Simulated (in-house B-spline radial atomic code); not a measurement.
# Ionising neutral beryllium with different functionals

Computed with a B-spline radial code for spherical atoms: scalar-relativistic (spin-free X2C) Hamiltonian, Fermi nucleus of rms radius 2.519 fm, spin-polarised at highest spin, spherical fractional occupations for the functionals, and exact exchange of hybrids averaged over the configuration. The ionisation energy is the difference of two self-consistent energies, [He] 2s2 → [He] 2s1, without Breit or QED terms; ε is the level of the shell that loses the electron (its least bound occupied spin orbital).

```csv
method,rung,ΔSCF (eV),-ε(2s) (eV)
PBE0,global hybrid,8.97,6.49
B3LYP,global hybrid,9.11,6.32
TPSSh,global hybrid,9.06,6.08
BHandHLYP,global hybrid,8.96,7.23
r2SCAN0,global hybrid,8.83,6.55
B97-1,global hybrid,9.02,6.30
HSE06,range-separated hybrid,?,?
wB97X,range-separated hybrid,?,?
CAM-B3LYP,range-separated hybrid,9.11,7.68
LC-wPBE,range-separated hybrid,9.03,8.92
```

Question: What does wB97X give?

Answer: ΔSCF 8.87 eV, and -ε(2s) = 8.64 eV.

Question: What does HSE06 give?

Answer: ΔSCF 8.97 eV, and -ε(2s) = 6.09 eV.

Question: Among the functionals, which spreads more, the ΔSCF values or the orbital energies?

Answer: The orbital energies: ΔSCF values span about 0.28 eV and the orbital energies 2.83 eV; here energy differences depend much less on the functional than eigenvalues do.

Question: How do they compare with the NIST value?

Answer: NIST lists 9.323 eV (measured, ground level to ground level). Errors run from -0.49 to -0.21 eV; B3LYP is closest (-0.21 eV), but part of that can be cancellation, since the calculations leave out Breit-QED terms, the near-degeneracy of s² and p².
